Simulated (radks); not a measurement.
The iron ion Fe+, configuration [Ar] 3d4.5 4s1.5 4p1 (fractional occupations, a model configuration). Calculated with a radial shooting solver on a logarithmic mesh with Libxc functionals: non-relativistic Kohn-Sham, r2SCAN, spin-polarised, spherical densities, point nucleus; open shells are filled with parallel spins first; meta-GGA in the generalised Kohn-Sham scheme.

Normalised radial functions P(r) = r R(r), r in bohr:

```
   r/bohr * 4s up, o 4p up, + 4p down (the largest magnitude, 0.711, reaches the edge; | marks zero, & curves that meet)
  0.00382                             &*
 0.004377                             &*
 0.005014                             & *
 0.005745                             & *
 0.006581                             & *
  0.00754                             & *
 0.008639                             &  *
 0.009897                             &  *
  0.01134                             &  *
  0.01299                             &  *
  0.01488                             &   *
  0.01705                             &   *
  0.01954                             |&  *
  0.02238                             |&  *
  0.02564                             |&  *
  0.02938                             |&   *
  0.03366                             |+o *
  0.03856                             | & *
  0.04418                             | & *
  0.05062                             |  &
  0.05799                             |  &
  0.06644                             |*  &
  0.07612                             *   +o
   0.0872                            *|    &
  0.09991                          *  |    +o
   0.1145                        *    |     &
   0.1311                       *     |     &
   0.1502                      *      |     &
   0.1721                     *       |    +o
   0.1972                     *       |    &
   0.2259                      *      |  +o
   0.2589                        *    | &
   0.2966                           * &
   0.3398                          &  |*
   0.3893                       o+    |    *
    0.446                     o+      |        *
   0.5109                   o+        |           *
   0.5854                  o+         |            *
   0.6707                  o+         |           *
   0.7684                    o+       |         *
   0.8803                       &     |    *
    1.009                           &*|
    1.155                     *       | +o
    1.324              *              |      + o
    1.517         *                   |           + o
    1.738    *                        |                + o
    1.991  *                          |                   + o
    2.281  *                          |                      +o
    2.613    *                        |                       +o
    2.994        *                    |                      &
     3.43            *                |                   o+
    3.929                 *           |               o +
    4.502                     *       |           o +
    5.158                        *    |       o +
    5.909                           * |    o+
     6.77                            *|  &
    7.756                             *o+
    8.886                             *&
    10.18                             &
```

4s up: eigenvalue -16.861 eV, 3 radial nodes at r = 0.0773, 0.322, 0.985 bohr, <r> = 2.47 bohr, 90 % of the charge inside 3.65 bohr. 4p up: eigenvalue -10.553 eV, 2 radial nodes at r = 0.291, 1.05 bohr, <r> = 2.92 bohr, 90 % of the charge inside 4.34 bohr. 4p down (empty): eigenvalue -7.963 eV, 2 radial nodes at r = 0.291, 1.07 bohr, <r> = 3.11 bohr, 90 % of the charge inside 4.62 bohr.
